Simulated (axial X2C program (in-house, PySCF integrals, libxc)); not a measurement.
Which molecule has these constants?

Computed with an in-house relativistic program for diatomic molecules, spin-free (one-electron X2C) or two-component (2c: spin–orbit coupling with atomic mean-field Coulomb and Gaunt terms, which also bring small scalar terms), in Dyall basis sets with cores contracted in-house; open shells are unrestricted.

A two-component PBE0 calculation in a Dyall 3-zeta basis gave Re = 3.042 Å, ωe = 259.7 cm⁻¹, Ω = 1.

Which molecule is it?
A. NaTi⁺
B. TiH⁺
C. LiTi⁺

C. The others have NaTi⁺ 3.293 Å and 139.0 cm⁻¹ (Ω = 1); TiH⁺ 1.695 Å and 1764.9 cm⁻¹ (Ω = 2).

Each entry is the lowest single determinant of a limited PBE0 search at one distance. De goes to single-determinant-based atoms at the same level (for ions the charge split of lowest energy) and is withheld (n/a) where an atom does not fit its ground term or J level. Main or longest-lived isotopes. One determinant is a doubtful description, or other states lie close, for LiTi⁺, NaTi⁺, TiH⁺; these need not be ground states, and all values refer to the states named. Some open-shell Ω = 0 determinants are out of reach, so the Ω given for NaTi⁺ need not be the lowest component. With several unpaired electrons the Ω given is that of one determinant, not necessarily of the lowest component. The functionals have no current term, which raises determinants with orbital currents.
